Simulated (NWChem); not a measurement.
CH₆InN; SMILES [NH](C)[InH2]

```xyz
9

In     0.0251    -0.6399     0.0000
H     -1.2780    -1.7646     0.0000
H      1.7282    -0.8948     0.0000
N     -0.5287     1.3095     0.0000
C      0.3087     2.4795     0.0000
H     -1.5184     1.5343     0.0000
H      0.1566     3.1231     0.8892
H      0.1566     3.1231    -0.8892
H      1.3722     2.1911     0.0000
```
Atoms are numbered in this order, from 1.

All runs: NWChem. Medium grid unless said otherwise, to which SCAN and Minnesota functionals are sensitive. Geometry: optimised at PBE0/def2-SVP. def2 effective core potentials on In; no spin-orbit coupling. B3LYP is NWChem's, with the RPA form of VWN correlation. Total energies of different functionals are on different scales.

```tsv
level	energy (Ha)	highest occupied level (eV)	orbital gap (eV)	dipole (D)
B3LYP/def2-TZVP	-286.6856	-6.10	4.70	0.48
PBE/def2-TZVP	-286.4810	-5.10	3.29	0.67
M06/def2-TZVP	-286.5988	-6.41	4.99	0.41
LRC-wPBEh/def2-TZVP	-286.5253	-8.11	8.48	0.36
LDA (Slater exchange, PW92)/def2-TZVP	-285.4355	-5.27	3.25	0.74
revPBE/def2-TZVP	-286.6309	-5.03	3.32	0.64
PW91/def2-TZVP	-286.6506	-5.16	3.28	0.66
BLYP/def2-TZVP	-286.5183	-5.01	3.23	0.70
M05-2X/def2-TZVP	-286.5268	-7.70	7.23	0.33
```
